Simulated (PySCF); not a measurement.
Worked example: chemical shift, span and skew from a shielding tensor

CH8FNSi2, SMILES N[SiH2][SiH2]CF. Atoms are numbered in the order given.

```xyz
13

N     -1.3884     0.3088     1.3220
Si    -1.5210    -0.2926    -0.3044
Si     0.6029     0.0777    -1.2168
C      1.6946     0.5508     0.2772
F      1.5250    -0.4237     1.2708
H     -0.5867    -0.0075     1.8616
H     -2.2161     0.3813     1.9051
H     -2.5700     0.4942    -1.0198
H     -1.8977    -1.7371    -0.4574
H      0.6314     1.2171    -2.1847
H      1.1731    -1.1274    -1.8892
H      1.3767     1.5230     0.6914
H      2.7689     0.6126     0.0349
```

Geometry: ωB97X-D3(BJ)/def2-SVP. This is a generated structure with no PubChem entry under its InChIKey; it may be hypothetical. The values are those of a single conformer.

GIAO shieldings from PBE0/pcSseg-1 in PySCF, non-relativistic, no solvent. The symmetric part of the tensor of Si3 has the principal values 392.1, 420.0, 462.1 ppm. The same nucleus in TMS has σ = 352.7 ppm at this level (PySCF, at its B3LYP-D3(BJ)/def2-TZVP geometry).

Task: Work out the isotropic shielding, the ²⁹Si shift against TMS, the span and the skew.

Result: 
σ(iso) = (σ11 + σ22 + σ33)/3 = 424.7 ppm. δ = σ(ref) − σ(iso) = 352.7 − (424.7) = -72.0 ppm.
Span Ω = σ33 − σ11 = 70.0 ppm. Skew κ = 3(σ(iso) − σ22)/Ω = 0.20. Tumbling in solution averages the tensor to δ; in a static solid the shielding alone would spread this spin-1/2 line over Ω.
